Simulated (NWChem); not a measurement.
System: C2H3BFNO; SMILES FB1C=NCO1

The following NWChem deck was run.

```
start job
memory heap 200 mb stack 900 mb global 1100 mb
geometry units angstroms noautosym nocenter noautoz
  F      0.103827    -2.095340     0.000000
  B      0.070724    -0.777704     0.000000
  C      1.218226     0.295275     0.000000
  N      0.675134     1.458596     0.000000
  C     -0.747467     1.295516     0.000000
  O     -1.088738    -0.077880     0.000000
  H      2.311548     0.208513     0.000000
  H     -1.178781     1.781092     0.891975
  H     -1.178781     1.781092    -0.891975
end
basis spherical
  * library pcsseg-1
end
dft
  xc pbe0
  iterations 150
end
property
  shielding 8 1 2 3 4 5 6 7 8
end
task dft property
```

Parts of the log:

```
             Northwest Computational Chemistry Package (NWChem) 7.3.0
             --------------------------------------------------------

                             Geometry "geometry" -> ""
                             -------------------------

 Output coordinates in angstroms (scale by  1.889725989 to convert to a.u.)

  No.       Tag          Charge          X              Y              Z
 ---- ---------------- ---------- -------------- -------------- --------------
    1 F                    9.0000     0.10382700    -2.09534000     0.00000000
    2 B                    5.0000     0.07072400    -0.77770400     0.00000000
    3 C                    6.0000     1.21822600     0.29527500     0.00000000
    4 N                    7.0000     0.67513400     1.45859600     0.00000000
    5 C                    6.0000    -0.74746700     1.29551600     0.00000000
    6 O                    8.0000    -1.08873800    -0.07788000     0.00000000
    7 H                    1.0000     2.31154800     0.20851300     0.00000000
    8 H                    1.0000    -1.17878100     1.78109200     0.89197500
    9 H                    1.0000    -1.17878100     1.78109200    -0.89197500

 Effective nuclear repulsion energy (a.u.)     216.0691622915

                              NWChem Property Module
                              ----------------------

  itol2e modified to match energy
  convergence criterion.

                                 NWChem DFT Module
                                 -----------------

 Summary of "ao basis" -> "ao basis" (spherical)
 ------------------------------------------------------------------------------
       Tag                 Description            Shells   Functions and Types
 ---------------- ------------------------------  ------  ---------------------
 F                          pcsseg-1                 7       17   3s3p1d
 B                          pcsseg-1                 7       17   3s3p1d
 C                          pcsseg-1                 7       17   3s3p1d
 N                          pcsseg-1                 7       17   3s3p1d
 O                          pcsseg-1                 7       17   3s3p1d
 H                          pcsseg-1                 3        5   2s1p

  itol2e modified to match energy
  convergence criterion.

            General Information
            -------------------
          SCF calculation type: DFT
          Wavefunction type:  closed shell.
          No. of atoms     :     9
          No. of electrons :    44
           Alpha electrons :    22
            Beta electrons :    22
          Charge           :     0
          Spin multiplicity:     1
          Use of symmetry is: off; symmetry adaption is: off
          Maximum number of iterations: 150
          AO basis - number of functions:   117
                     number of shells:    51
          Convergence on energy requested:  1.00D-07
          Convergence on density requested:  1.00D-05
          Convergence on gradient requested:  5.00D-04

              XC Information
              --------------
                         PBE0 Method XC Functional
                     Hartree-Fock (Exact) Exchange  0.250
          PerdewBurkeErnzerhof Exchange Functional  0.750
            Perdew 1991 LDA Correlation Functional  1.000 local
           PerdewBurkeErnz. Correlation Functional  1.000 non-local

[...]

          -----------------------------------------
          Chemical Shielding Tensors (GIAO, in ppm)
          -----------------------------------------

                                NWChem CPHF Module
                                ------------------

  scftype          =     RHF
  nclosed          =       22
  nopen            =        0
  variables        =     2090
  # of vectors     =        3
  tolerance        = 0.10D-03
  level shift      = 0.00D+00
  max iterations   =       50
  max subspace     =       30

 SCF residual:    6.1944996574002549E-005

Iterative solution of linear equations
  No. of variables     2090
  No. of equations        3
  Maximum subspace       30
        Iterations       50
       Convergence  1.0D-04

   iter   nsub   residual    time
   ----  ------  --------  ---------
     1      3    8.10D-01     129.1
     2      6    1.22D-01     144.7
     3      9    4.78D-03     159.8
     4     12    2.19D-04     175.5
     5     15    2.60D-05     191.2

      Atom:    1  F
        Diamagnetic
    458.9744     -1.3376      0.0000
     -1.3376    489.9876     -0.0000
      0.0000     -0.0000    459.7893

        Paramagnetic
   -295.0571     11.7607      0.0000
     11.7607   -184.1061     -0.0000
      0.0000     -0.0000    -16.6176

        Total Shielding Tensor
    163.9173     10.4231      0.0000
     10.4231    305.8815     -0.0000
      0.0000     -0.0000    443.1717

           isotropic =     304.3235
          anisotropy =     208.2723

          Principal Components and Axis System
                 1           2           3
              443.1717    306.6427    163.1561

      1         0.0000      0.0728      0.9973
      2        -0.0000      0.9973     -0.0728
      3         1.0000      0.0000     -0.0000

      Atom:    2  B
        Diamagnetic
    199.1708      0.9064     -0.0000
      0.9064    206.7796     -0.0000
     -0.0000     -0.0000    176.1572

        Paramagnetic
   -121.6054    -19.1324     -0.0000
    -19.1324   -135.5371      0.0000
     -0.0000      0.0000   -103.0061

        Total Shielding Tensor
     77.5653    -18.2259     -0.0000
    -18.2259     71.2425      0.0000
     -0.0000      0.0000     73.1510

           isotropic =      73.9863
          anisotropy =      28.3736

          Principal Components and Axis System
                 1           2           3
               92.9020     73.1510     55.9058

      1         0.7651      0.0000      0.6439
      2        -0.6439     -0.0000      0.7651
      3        -0.0000      1.0000      0.0000

      Atom:    3  C
        Diamagnetic
    258.7497     -1.7999      0.0000
     -1.7999    269.1267     -0.0000
      0.0000     -0.0000    239.4517

        Paramagnetic
   -365.6476     -5.1453     -0.0000
     -5.1453   -274.0728      0.0000
     -0.0000      0.0000   -101.6289

        Total Shielding Tensor
   -106.8979     -6.9452     -0.0000
     -6.9452     -4.9461      0.0000
     -0.0000      0.0000    137.8229

           isotropic =       8.6596
          anisotropy =     193.7449

          Principal Components and Axis System
                 1           2           3
              137.8229   -107.3688     -4.4752

      1        -0.0000      0.9977     -0.0677
      2         0.0000      0.0677      0.9977
      3         1.0000      0.0000     -0.0000

      Atom:    4  N
        Diamagnetic
    341.8316     -9.2006     -0.0000
     -9.2006    324.3704     -0.0000
     -0.0000     -0.0000    314.4082

        Paramagnetic
   -937.5930    133.8935     -0.0000
    133.8935   -581.7190     -0.0000
     -0.0000     -0.0000    -97.1859

        Total Shielding Tensor
   -595.7614    124.6929     -0.0000
    124.6929   -257.3486     -0.0000
     -0.0000     -0.0000    217.2223

           isotropic =    -211.9626
          anisotropy =    -637.1711

          Principal Components and Axis System
                 1           2           3
             -636.7433    217.2223   -216.3667

      1         0.9500     -0.0000      0.3122
      2        -0.3122     -0.0000      0.9500
      3         0.0000      1.0000      0.0000

      Atom:    5  C
        Diamagnetic
    252.4308      5.5949      0.0000
      5.5949    252.9421     -0.0000
      0.0000     -0.0000    235.9249

        Paramagnetic
   -153.9917      9.9106      0.0000
      9.9106   -149.5366     -0.0000
      0.0000     -0.0000   -172.7917

        Total Shielding Tensor
     98.4390     15.5055      0.0000
     15.5055    103.4055     -0.0000
      0.0000     -0.0000     63.1332

           isotropic =      88.3259
          anisotropy =      42.4492

          Principal Components and Axis System
                 1           2           3
              116.6254     85.2192     63.1332

      1         0.6488      0.7610     -0.0000
      2         0.7610     -0.6488      0.0000
      3        -0.0000      0.0000      1.0000

      Atom:    6  O
        Diamagnetic
    395.3527     -5.8296     -0.0000
     -5.8296    409.4534      0.0000
     -0.0000      0.0000    375.9454

        Paramagnetic
   -267.0559    -22.8003      0.0000
    -22.8003   -464.5592     -0.0000
      0.0000     -0.0000    -95.7997

        Total Shielding Tensor
    128.2968    -28.6300      0.0000
    -28.6300    -55.1058      0.0000
      0.0000      0.0000    280.1457

           isotropic =     117.7789
          anisotropy =     243.5502

          Principal Components and Axis System
                 1           2           3
              280.1457    132.6621    -59.4711

      1         0.0000      0.9886      0.1507
      2         0.0000     -0.1507      0.9886
      3         1.0000     -0.0000     -0.0000

      Atom:    7  H
        Diamagnetic
     42.2060     -2.1797      0.0000
     -2.1797     26.0444      0.0000
      0.0000      0.0000     22.4797

        Paramagnetic
    -21.6145      3.1745     -0.0000
      3.1745     -1.1737      0.0000
     -0.0000      0.0000      0.7275

[...]
```

Level: PBE0/pcSseg-1, GIAO. Coordinates come from a PBE0/def2-SVP optimisation. The printed shielding anisotropy is the first printed principal value minus the mean of the other two.
